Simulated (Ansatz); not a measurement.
Input for Ansatz (a program for electronic structure): R-CCSD(T)/cc-pVTZ on CH5BFN (SMILES CB(N)F), a point of a torsion scan.

Ansatz 0.2 input:
```yaml
crystal:
  periodic: [false, false, false]
  atoms:
    - {symbol: C, position_ang: [-1.18404097, 0.01124803, -0.22855742]}
    - {symbol: B, position_ang: [0.21607190, 0.08372500, 0.49117581]}
    - {symbol: N, position_ang: [1.46910457, 0.25460309, -0.22690916]}
    - {symbol: F, position_ang: [0.25129340, -0.03141999, 1.82368679]}
    - {symbol: H, position_ang: [-1.39407623, -1.02105681, -0.50517786]}
    - {symbol: H, position_ang: [-1.20378726, 0.59088006, -1.14554453]}
    - {symbol: H, position_ang: [-1.99419438, 0.33759390, 0.41791397]}
    - {symbol: H, position_ang: [1.97201400, 1.08743425, 0.05356549]}
    - {symbol: H, position_ang: [2.11146180, -0.51483176, -0.08123359]}
basis:
  gaussian:
    orbitals: cc-pVTZ
magnetization: {spin_polarized: false}
correlation: {method: ccsd_t, electrons: outside_noble_gas}
scf: {lower_state_search: off}
```

Output:

```
WARN ansatz: RAYON_NUM_THREADS=1 ignored (pool sized by the plan → 1); use --threads N
Functional definition: HF
these checks for a lower state are left out or cut short: stability, starts, cluster_reference, orbital_swaps, neighbouring_geometries, increment
integrals: 0.70 GiB planned
1094 factors; integrals over basis functions are off by at most 1.4e-3 eV
mean field: 0.44 GiB planned
mean field evaluation 1: about -5970.2279 eV, gradient 4.2e1 eV
mean field evaluation 2: about -5970.2291 eV, gradient 4.2e1 eV
mean field evaluation 4: about -5973.7235 eV, gradient 3.1e0 eV
mean field evaluation 8: about -5973.7592 eV, gradient 2.2e-4 eV
mean field -5973.75921760 eV, -219.5316020873 hartree, gradient 3.0e-6 eV, S^2 0.000000; 0 other end points of the search recorded, 0 dependent functions left out
4 core orbitals not correlated
reference -5973.75921760 eV, -219.5316020873 hartree; 12, 12 occupied and 174, 174 virtual orbitals, 1094 factors
second order -20.15041024 eV of doubles, -0.00000000 eV of singles
coupled cluster: 1.08 GiB planned
cycle   1  -20.39390389 eV  change   -2.4e-1 eV  update   8.4e-2
cycle   2  -20.79395620 eV  change   -4.0e-1 eV  update   2.4e-2
cycle   3  -20.88477565 eV  change   -9.1e-2 eV  update   1.3e-2
cycle   4  -20.87574030 eV  change    9.0e-3 eV  update   3.0e-3
cycle   5  -20.87439721 eV  change    1.3e-3 eV  update   1.4e-3
cycle   6  -20.87493345 eV  change   -5.4e-4 eV  update   4.0e-4
cycle   7  -20.87471230 eV  change    2.2e-4 eV  update   1.4e-4
cycle   8  -20.87469185 eV  change    2.0e-5 eV  update   3.8e-5
cycle   9  -20.87471409 eV  change   -2.2e-5 eV  update   1.4e-5
perturbative correction -0.71783679 eV, -0.0263800155 hartree
Total energy: -5995.35176848 eV, -220.3251136963 hartree
Checks for a lower state left out: stability, starts, cluster_reference, orbital_swaps, neighbouring_geometries, increment
```

The run converged.

Cost: roughly 90 core-seconds.
